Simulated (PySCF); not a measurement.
Species: `CO[C@@]1(F)CCC[C@@](F)([S@]1=O)C#C`. The columns A, B, C and D hold Mulliken, IAO, Hirshfeld and ESP-fitted charges (e) of one PBE0/pcSseg-1 density (PySCF), in a shuffled order. Coordinates in Å (PBE0-D3(BJ)/def2-SVP); the density's dipole moment is (0.48, 0.82, -3.69) D.

```json
{"atom": "C1", "x": "-1.466", "y": "1.884", "z": "-1.466", "A": "-0.184", "B": "-0.077", "C": "-0.301", "D": "-0.369"}
{"atom": "C2", "x": "-1.239", "y": "1.021", "z": "-0.648", "A": "-0.064", "B": "-0.065", "C": "-0.161", "D": "+0.390"}
{"atom": "C3", "x": "-0.966", "y": "0.005", "z": "0.350", "A": "+0.182", "B": "+0.094", "C": "+0.431", "D": "-0.080"}
{"atom": "F4", "x": "-1.686", "y": "0.258", "z": "1.488", "A": "-0.293", "B": "-0.087", "C": "-0.189", "D": "-0.282"}
{"atom": "C5", "x": "-1.211", "y": "-1.424", "z": "-0.079", "A": "-0.275", "B": "-0.082", "C": "-0.289", "D": "-0.144"}
{"atom": "C6", "x": "-0.364", "y": "-1.853", "z": "-1.269", "A": "-0.261", "B": "-0.068", "C": "+0.184", "D": "-0.240"}
{"atom": "C7", "x": "1.125", "y": "-1.850", "z": "-0.960", "A": "-0.285", "B": "-0.089", "C": "-0.316", "D": "-0.163"}
{"atom": "C8", "x": "1.676", "y": "-0.497", "z": "-0.599", "A": "+0.356", "B": "+0.151", "C": "+0.389", "D": "+0.253"}
{"atom": "F9", "x": "1.427", "y": "0.435", "z": "-1.576", "A": "-0.317", "B": "-0.093", "C": "-0.167", "D": "-0.296"}
{"atom": "O10", "x": "3.003", "y": "-0.609", "z": "-0.370", "A": "-0.351", "B": "-0.118", "C": "-0.256", "D": "-0.473"}
{"atom": "C11", "x": "3.691", "y": "0.538", "z": "0.092", "A": "-0.217", "B": "-0.040", "C": "-0.261", "D": "-0.061"}
{"atom": "S12", "x": "0.826", "y": "0.170", "z": "0.974", "A": "+0.959", "B": "+0.293", "C": "+0.142", "D": "+0.682"}
{"atom": "O13", "x": "1.003", "y": "-0.953", "z": "1.956", "A": "-0.870", "B": "-0.343", "C": "-0.408", "D": "-0.605"}
{"atom": "H14", "x": "-1.663", "y": "2.646", "z": "-2.198", "A": "+0.210", "B": "+0.107", "C": "+0.297", "D": "+0.076"}
{"atom": "H15", "x": "-2.286", "y": "-1.521", "z": "-0.296", "A": "+0.158", "B": "+0.051", "C": "+0.107", "D": "+0.150"}
{"atom": "H16", "x": "-0.986", "y": "-2.043", "z": "0.805", "A": "+0.165", "B": "+0.043", "C": "+0.106", "D": "+0.162"}
{"atom": "H17", "x": "-0.571", "y": "-1.202", "z": "-2.134", "A": "+0.144", "B": "+0.032", "C": "-0.006", "D": "+0.142"}
{"atom": "H18", "x": "-0.660", "y": "-2.871", "z": "-1.564", "A": "+0.152", "B": "+0.053", "C": "+0.021", "D": "+0.141"}
{"atom": "H19", "x": "1.716", "y": "-2.206", "z": "-1.818", "A": "+0.162", "B": "+0.051", "C": "+0.111", "D": "+0.150"}
{"atom": "H20", "x": "1.351", "y": "-2.505", "z": "-0.105", "A": "+0.171", "B": "+0.047", "C": "+0.125", "D": "+0.165"}
{"atom": "H21", "x": "3.369", "y": "1.444", "z": "-0.444", "A": "+0.144", "B": "+0.039", "C": "+0.115", "D": "+0.123"}
{"atom": "H22", "x": "3.546", "y": "0.671", "z": "1.177", "A": "+0.146", "B": "+0.043", "C": "+0.160", "D": "+0.139"}
{"atom": "H23", "x": "4.757", "y": "0.364", "z": "-0.102", "A": "+0.168", "B": "+0.060", "C": "+0.166", "D": "+0.139"}
```

Problem. Which column most likely holds the ESP-fitted charges?

Solution. C. Σ q r misses the density's dipole by 0.03 D (C), 1.46 D (B), 1.85 D (D), 2.49 D (A). Charges fitted to the outside potential are the only set here that is tied to the molecule's multipoles.

Problem. And the Hirshfeld charges?

Solution. B. The mean sizes are 0.092 e (B), 0.205 e (C), 0.236 e (D), 0.271 e (A), and Hirshfeld charges are commonly the smallest of these schemes.

As computed, A = IAO, B = Hirshfeld, C = ESP-fitted, D = Mulliken. Hydrogens on carbon: IAO +0.14 to +0.21, Hirshfeld +0.03 to +0.11, ESP-fitted -0.01 to +0.30, Mulliken +0.08 to +0.16 e.

The Hirshfeld scheme weights the molecular density at each point by an atom's share of the summed free-atom densities. The Mulliken scheme counts on each atom the diagonal of the density matrix times the overlap matrix over that atom's basis functions.

Isolated species at its PBE0-D3(BJ)/def2-SVP geometry (one conformer only).
